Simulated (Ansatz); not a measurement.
Geometry optimisation, Ansatz, RKS PBE0-D4/def2-SVP.

Input:

```yaml
crystal:
  periodic: [false, false, false]
  atoms:
    - { symbol: Ga, position_ang: [-0.8707, 2.6947, 0.0541] }
    - { symbol: C, position_ang: [-0.6144, 0.7906, 0.7854] }
    - { symbol: Si, position_ang: [0.4272, 0.0854, -0.5813] }
    - { symbol: Sn, position_ang: [1.1139, -2.2849, -0.0061] }
    - { symbol: H, position_ang: [-2.2453, 2.1679, -1.0794] }
    - { symbol: H, position_ang: [-1.1651, 3.0193, 0.2697] }
    - { symbol: H, position_ang: [-0.03, 0.7662, 1.7508] }
    - { symbol: H, position_ang: [-1.499, 0.2077, 0.8696] }
    - { symbol: H, position_ang: [1.697, 0.8932, -0.6413] }
    - { symbol: H, position_ang: [-0.2703, 0.1232, -1.8182] }
    - { symbol: H, position_ang: [2.034, -2.9674, -1.248] }
    - { symbol: H, position_ang: [-0.4138, -3.2232, 0.1568] }
    - { symbol: H, position_ang: [1.8569, -2.3075, 1.5027] }
basis:
  gaussian: { orbitals: def2-SVP }
hamiltonian:
  xc: pbe0
  dispersion: d4
relax:
  f_tol: 0.015
  max_steps: 40
output:
  orbitals: {}
```

Run as:

```bash
$ ansatz run input.yaml --threads 2 --pin off --max-ram 3072MiB --backend cpu --events-out ev --progress --plain --runs-dir out
```

**Question.** Where does it end, and by what steps?

**Answer.** The forces met the threshold. The force dipped under the threshold on the way, but the program's further checks kept it going. After 21 steps the energy has fallen by 80.444 eV; H6 moved furthest, 1.02 Å. The start is strongly strained (largest force component 300 eV/Å).

```json
{"step": "0", "energy less start (eV)": "0.0000", "largest force component (eV/Å)": "299.537", "accepted": "yes"}
{"step": "1", "energy less start (eV)": "-66.6485", "largest force component (eV/Å)": "39.597", "accepted": "yes"}
{"step": "2", "energy less start (eV)": "-73.6300", "largest force component (eV/Å)": "25.245", "accepted": "yes"}
{"step": "3", "energy less start (eV)": "-78.0892", "largest force component (eV/Å)": "10.826", "accepted": "yes"}
{"step": "4", "energy less start (eV)": "-79.9126", "largest force component (eV/Å)": "3.485", "accepted": "yes"}
{"step": "5", "energy less start (eV)": "-80.3622", "largest force component (eV/Å)": "0.457", "accepted": "yes"}
{"step": "6", "energy less start (eV)": "-80.4045", "largest force component (eV/Å)": "0.318", "accepted": "yes"}
{"step": "7", "energy less start (eV)": "-80.3945", "largest force component (eV/Å)": "0.716", "accepted": "no"}
{"step": "8", "energy less start (eV)": "-80.4280", "largest force component (eV/Å)": "0.115", "accepted": "yes"}
{"step": "9", "energy less start (eV)": "-80.4339", "largest force component (eV/Å)": "0.036", "accepted": "yes"}
{"step": "10", "energy less start (eV)": "-80.4376", "largest force component (eV/Å)": "0.086", "accepted": "yes"}
{"step": "11", "energy less start (eV)": "-80.4294", "largest force component (eV/Å)": "0.312", "accepted": "no"}
{"step": "12", "energy less start (eV)": "-80.4412", "largest force component (eV/Å)": "0.063", "accepted": "yes"}
{"step": "13", "energy less start (eV)": "-80.4348", "largest force component (eV/Å)": "0.165", "accepted": "no"}
{"step": "14", "energy less start (eV)": "-80.4423", "largest force component (eV/Å)": "0.021", "accepted": "yes"}
{"step": "15", "energy less start (eV)": "-80.4430", "largest force component (eV/Å)": "0.014", "accepted": "yes"}
{"step": "16", "energy less start (eV)": "-80.4433", "largest force component (eV/Å)": "0.045", "accepted": "yes"}
{"step": "17", "energy less start (eV)": "-80.4435", "largest force component (eV/Å)": "0.023", "accepted": "yes"}
{"step": "18", "energy less start (eV)": "-80.4437", "largest force component (eV/Å)": "0.016", "accepted": "yes"}
{"step": "19", "energy less start (eV)": "-80.4437", "largest force component (eV/Å)": "0.026", "accepted": "yes"}
{"step": "20", "energy less start (eV)": "-80.4438", "largest force component (eV/Å)": "0.023", "accepted": "yes"}
{"step": "21", "energy less start (eV)": "-80.4438", "largest force component (eV/Å)": "0.006", "accepted": "yes"}
```

```xyz
13
Properties=species:S:1:pos:R:3
Ga -1.351 2.514 0.055
C -0.786 0.711 0.613
Si 0.450 -0.019 -0.607
Sn 1.194 -2.391 0.053
H -2.610 2.677 -0.872
H -0.509 3.761 0.508
H -0.307 0.754 1.605
H -1.658 0.039 0.670
H 1.663 0.857 -0.700
H -0.148 -0.071 -1.982
H 2.262 -3.076 -1.100
H -0.170 -3.424 0.196
H 1.991 -2.367 1.573
```

Whether the end is a true minimum wasn't checked by a vibrational analysis.

The run took 2.2 min on 2 threads of Arm Neoverse V1 (shared host), peak memory 0.39 GiB.
